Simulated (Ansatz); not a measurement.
Reaction R1 + R2 → P1, each structure at its B3LYP-D3(BJ)/def2-TZVP stationary point, reached from a drawn start (curvature not checked).
R1: C2F5 (SMILES F[C](F)C(F)(F)F), charge 0, multiplicity 2.
R2: CF2 (SMILES F[C]F), charge 0, multiplicity 1.
P1, C3F7 (SMILES F[C](F)C(F)(F)C(F)(F)F) (charge 0, multiplicity 2):
```xyz
10

F      2.12114    -0.54651    -0.39439
C      1.43268     0.46254     0.10544
F      1.47283     1.52564    -0.67571
C      0.06367     0.10905     0.65668
F      0.21198    -0.88692     1.55546
F     -0.44068     1.19919     1.27231
C     -0.98531    -0.36201    -0.39599
F     -2.14349    -0.64338     0.20061
F     -0.54474    -1.45678    -1.02268
F     -1.18797     0.59918    -1.30174
```

P less R. No zero-point or thermal terms; singlets are restricted closed shells; open shells are unrestricted. One arrangement of each flexible species, with no search for the lowest.

Frozen-core correlation throughout.

Programs: Ansatz (Gaussian basis) for Hartree–Fock, density functionals and correlated methods. Each number belongs to the level named beside it.

Total energies in hartree:

| structure | PBE/def2-TZVPP | r2SCAN/def2-TZVPP | CCSD(T)/cc-pVDZ |
|---|---|---|---|
| R1 | -575.066229 | -575.381724 | -574.106239 |
| R2 | -237.575399 | -237.701303 | -237.183342 |
| P1 | -812.729129 | -813.177211 | -811.375843 |

Work out the reaction energy at each level in kJ/mol (1 hartree = 2625.49964 kJ/mol), and say how far PBE/def2-TZVPP lies from CCSD(T)/cc-pVDZ.


- PBE/def2-TZVPP: (-812.729129) − (-575.066229) − (-237.575399) = -0.087501 hartree = -229.7 kJ/mol
- r2SCAN/def2-TZVPP: (-813.177211) − (-575.381724) − (-237.701303) = -0.094184 hartree = -247.3 kJ/mol
- CCSD(T)/cc-pVDZ: (-811.375843) − (-574.106239) − (-237.183342) = -0.086262 hartree = -226.5 kJ/mol
PBE/def2-TZVPP less CCSD(T)/cc-pVDZ: -3.2 kJ/mol. CCSD(T)/cc-pVDZ is the level counted from, the highest shown, and no exact or measured value.

Ansatz is a program for electronic structure.
